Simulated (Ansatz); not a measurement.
Correlation energies of BGeH6P, SMILES `[BH2][GeH2][PH2]` by basis set

```xyz
9

B    -1.269   -0.310    1.208
Ge    0.345   -0.673    0.001
P     1.084    1.458   -0.641
H    -1.110   -0.017    2.355
H    -2.378   -0.317    0.766
H     0.037   -1.526   -1.244
H     1.542   -1.305    0.737
H     1.816    0.961   -1.752
H    -0.067    1.730   -1.430
```

Charge 0, multiplicity 1. Correlated methods include outer-core shells of Ge, which these sets cover unevenly. Scalar relativity is left out up to krypton. The structure was optimised at the PBE0-D4/def2-TZVP level. It is one conformer, not always the lowest. Frozen core, restricted reference, Ansatz.

| basis | HF (Eh) | MP2 corr. |
| --- | --- | --- |
| def2-SVP | -2443.85650 | -0.43964 |
| def2-TZVPP | -2444.26871 | -0.52228 |
| def2-QZVPP | -2444.32161 | -0.80472 |

Question: Estimate the CCSD correlation energy and the (T) correction in each basis where they were run (hartree).

Answer: 
| basis | CCSD corr. | (T) |
| --- | --- | --- |
| def2-SVP | -0.48635 | -0.01404 |
| def2-TZVPP | -0.57019 | -0.02145 |
